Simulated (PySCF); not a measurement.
Molecule: sum formula AlNO$_{2}$H$_{4}$, charge 0, multiplicity 1. SMILES: [NH2][Al]([OH])[OH]
Structure (B3LYP-D3(BJ)/def2-TZVP (Ansatz) minimum search):
```
Al
O 1 1.6957
H 2 0.9575 1 122.75
O 1 1.6989 2 118.86 3 0.00
H 4 0.9568 1 125.27 2 180.00
N 1 1.7629 2 117.55 3 180.00
H 6 1.0063 1 125.88 2 180.00
H 6 1.0075 7 110.53 1 180.00
```
Charge 0, spin multiplicity 1.

Dispersion corrections to the total energy (kcal/mol) from the dftd3 and dftd4 libraries through PySCF: D3(BJ) without and D4 with the three-body term, each with the damping fitted for the functional named.

```tsv
functional	D3(BJ)	D4
B2PLYP	-2.22	[?]
CAM-B3LYP	-2.09	-2.36
B2GP-PLYP	-2.02	[?]
BP86	-4.26	-3.71
revPBE	-6.33	-8.23
TPSSh	-3.01	-3.38
TPSS	-3.26	[?]
```

Task: Fill in the missing entries.

Result: 
- B2PLYP, D4: -1.93
- B2GP-PLYP, D4: -1.16
- TPSS, D4: -3.73
